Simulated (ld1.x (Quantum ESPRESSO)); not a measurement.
**Configuration tests for B (PAW)**

```
Element                 : B
Generator               : ld1.x (Quantum ESPRESSO) 7.5
Type                    : PAW
Functional              : PBE
Relativity              : non-relativistic
Frozen core             : [He]
Valence charge          : 3
Reference configuration : 2s2 2p1
Partial waves           : 2s (bound): rcut 1.30, rcutus 1.70 bohr; 2s channel at -0.3 Ry: rcut 1.30, rcutus 1.70 bohr; 2p (bound): rcut 2.55, rcutus 3.25 bohr; 2p channel at 1.5 Ry: rcut 2.55, rcutus 3.25 bohr; 3d channel at 0.05 Ry: rcut 3.30, rcutus 3.65 bohr; 3d channel at 2.6 Ry: rcut 3.30, rcutus 3.65 bohr
Local potential         : all-electron potential smoothed inside 3.50 bohr (lloc = -2)
Core correction         : Bessel-smoothed model core inside 1.65 bohr
Augmentation charge     : BESSEL, radius 1.40 bohr
```

Energies are relative to the spin-unpolarised reference configuration 2s2 2p1; without spin polarisation the order of configurations can differ from experiment. The frozen-core shift is the all-electron ΔE with the core orbitals held at their reference shape minus the fully relaxed ΔE.

```tsv
valence configuration	charge	ΔE all-electron (eV)	error AE − PS (meV)	frozen-core shift (meV)
2s2 2p0	+1	8.222	-0.1	+0.3
2s1 2p0	+2	33.637	-15	+5.5
2s2 2p0.5	+0.5	2.888	-0.5	0.0
2s1 2p2	0	5.844	+3.7	+0.5
2s0 2p3	0	11.708	+3.1	+1.8
2s2 2p1.3	-0.3	-0.739	-0.7	0.0
```

**Question.** What are ΔE and the potential's error for 2s1 2p1?

**Answer.** ΔE = 14.355 eV all-electron; the error (AE − PS) is +4.1 meV.
